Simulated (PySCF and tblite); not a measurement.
Values are calculated unless marked as measured or tabulated.
System: C₅H₈Sn, numbered as in [SnH3:1][CH:2]1[CH:3]=[CH:4][CH:5]=[CH:6]1.

Motion: shift of Sn1 from C2 to C6. GFN2-xTB gives an electronic barrier of 8.2 kcal/mol.

Spin–orbit effects of heavy atoms on shieldings are missing.

Question: What does PBE0/pcSseg-1 (def2-TZVP on Sn) + D3(BJ) give on PBE0-D3(BJ)/def2-SVP geometries?

Answer: A barrier of 6.4 kcal/mol, 1.8 below the tight-binding barrier (from unrounded values) and, with GFN2-xTB thermal terms, ΔG‡(298 K) = 5.6 kcal/mol and k = 9.6×10⁸ s⁻¹ (2 equivalent paths).

Question: And the level of the geometries itself, PBE0-D3(BJ)/def2-SVP?

Answer: 6.4 kcal/mol.

Programs: tblite and PySCF.
